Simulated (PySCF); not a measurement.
palladium atom (Pd), singlet (core potentials on Pd). Base run: B3LYP/def2-SVP run with PySCF.

PySCF was given this input:
```python
from pyscf import gto, scf, dft

mol = gto.Mole()
mol.atom = '''
    Pd    0.00000000    0.00000000    0.00000000
'''
mol.basis = 'def2-svp'
mol.ecp = {'Pd': 'def2-svp'}
mol.verbose = 4
mol.build()

mf = dft.RKS(mol)
mf.xc = 'b3lyp'
mf.kernel()
mf.analyze()
```

Each row names what was changed in the base input (with any setting that the change needs).

| change | ΔE vs base (µEh) | grid points | electrons on the grid |
|---|---|---|---|
| base | 0.0 | 22176 | 18.00000 |
| grids.radi_method = gauss_chebyshev | -0.1 | 20952 | 18.00000 |
| grids.level = 2 | 0.2 | 14408 | 18.00000 |
| grids.radi_method = delley | 0.0 | 20752 | 18.00000 |
| grids.becke_scheme = stratmann | 0.0 | 22176 | 18.00000 |
| grids.atom_grid = (30, 110) | 109 | 2424 | 18.00000 |
| grids.level = 7 | 0.0 | 92664 | 18.00000 |
| grids.prune = off | 0.0 | 41232 | 18.00000 |
| grids.atom_grid = (99, 590) | 0.0 | 29472 | 18.00000 |
| grids.level = 0 | 44.1 | 2872 | 18.00000 |
| grids.prune = dft.gen_grid.treutler_prune | 0.0 | 22072 | 18.00000 |
